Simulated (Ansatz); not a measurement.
System: 1,1,1-trifluoroethane, C2H3F3, charge 0, multiplicity 1. 
Coordinates optimised at B3LYP-D3(BJ)/def2-TZVP (Ansatz, a quantum-chemistry and plane-wave program):
```
C
F 1 1.3503
F 1 1.3503 2 107.01
F 1 1.3503 2 107.01 3 -114.42
C 1 1.5015 2 111.83 3 122.79
H 5 1.0883 1 109.29 2 180.00
H 5 1.0883 6 109.65 1 119.78
H 5 1.0883 6 109.65 7 120.45
```
Charge 0, spin multiplicity 1.

Wanted: vertical ionisation energy (to the doublet state of charge +1; each state is the SCF solution reached for its spin; the molecule has degenerate orbitals, so one determinant may break the symmetry), in eV. Correlated levels leave the core frozen unless marked. Open shells are spin-unrestricted. Spin-orbit coupling is left out. No relativistic terms. CBS(X,Y): correlation extrapolated as X^-3; Hartree-Fock from the larger set. The bracket is a focal-point correction in the basis named.

```csv
level,program,vertical ionisation energy (eV)
HF/aug-cc-pVDZ,Ansatz,13.92
```

Problem. What does RI-MP2/CBS(aug-cc-pVTZ,aug-cc-pVQZ)+[CCSD(T)-MP2]/aug-cc-pVTZ (Ansatz) give?

Solution. 14.14 eV
